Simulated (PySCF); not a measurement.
Gas-phase reaction: 3 B2O3 + 6 H = B3O3H3 + 3 HBO2

Method: PySCF energies plus ideal-gas RRHO corrections (1 bar). The comparison is the NASA 1993 polynomial table, which mixes measured and estimated data. After a fit of one offset per element over all species, the range-separated, M06-2X, PBE0/def2-QZVP and CCSD(T)/def2-TZVPP enthalpies, where run, lie to one side of the table for B3O3H3 (+31 kJ/mol): a fault of the table's entry, another state or a shared error of the levels is possible; this was not checked at source. † marks an energy on the PBE0/def2-TZVP geometry and frequencies; other levels use their own. MP2 freezes the core. Open shells (unrestricted): H (multiplicity 2); the rest are closed-shell singlets. B3LYP is the form with VWN-RPA correlation. For this reaction the table lies outside the span of B3LYP, CCSD(T), M06-2X, MP2, PBE0, r2SCAN, ωB97M-V, ωB97X-V in their largest bases here; which side is off was not settled. MP2 isn't extrapolated to the basis-set limit; its ΔH°(298 K) is -1408.3 kJ in def2-SVP and -1525.8 kJ in def2-TZVPP. The harmonic model lacks anharmonicity and excited electronic states, which grow with temperature; levels with a mode under 35 cm⁻¹ are left out. Soft modes under 120 cm⁻¹ make the harmonic entropy rough for B2O3. The table's entry may be an old estimate for B2O3, B3O3H3, HBO2 (not checked at source). Warning, point group unlike the PBE0 one: B2O3 (PBE/def2-SVP).

| level | ΔH°(298 K), kJ | minus table | ΔG°(1200 K), kJ |
|---|---|---|---|
| table | -1699.5 | - | -1000.5 |
| B3LYP/def2-TZVP† | -1581.2 | 118.3 | -891.5 |
| HF/def2-TZVP† | -1331.9 | 367.6 | -642.2 |
| MP2/def2-SVP† | -1408.3 | 291.2 | -718.7 |
| PBE/def2-SVP | -1500.1 | 199.4 | -788.8 |
| PBE0/def2-QZVP† | -1590.9 | 108.6 | -901.2 |
| ωB97M-V/def2-TZVP† | -1606.8 | 92.7 | -917.1 |
